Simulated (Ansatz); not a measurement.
Frontier orbitals of C2H3BS (`BSC#C`).

Total charge 0; spin multiplicity 1. All single points use the PBE0-D4/def2-TZVP geometry. Basis def2-TZVPP, Ansatz.

A caution on the coupled-cluster cation, which keeps the state that its UHF reference found: spin contamination of the cation.

```csv
functional,HOMO (eV),LUMO (eV),gap (eV)
LDA (SPW92),-6.28,-2.75,3.53
PBE,-6.12,-2.56,3.56
revPBE,-6.07,-2.48,3.59
PBE0,-7.23,-1.60,5.63
B3LYP,-6.99,-1.80,5.19
HSE06 (plane-wave form),-6.84,-1.99,4.85
CAM-B3LYP,-8.47,-0.45,8.02
ωB97X-V,-9.46,0.60,10.06
ωB97M-V,-9.31,0.52,9.83
```

(1) What is the vertical ionisation energy at frozen-core CCSD(T)/CBS(def2)? (Best estimate.)

## Answers

(1) The calculation gave: 9.65 eV (T1 of the cation 0.030).

From PBE to PBE0 the HOMO moves by −1.11 eV and the LUMO by +0.95 eV, and with ωB97M-V by −3.19 and +3.08 eV, so the gap grows from 3.57 to 9.83 eV with exact exchange. A positive LUMO is unbound and depends on the basis. −ε(HOMO) differs from that ionisation energy by −3.53 eV with PBE and −0.34 eV with ωB97M-V.

B3LYP here is the variant with VWN-RPA as its local correlation; programs differ in this.
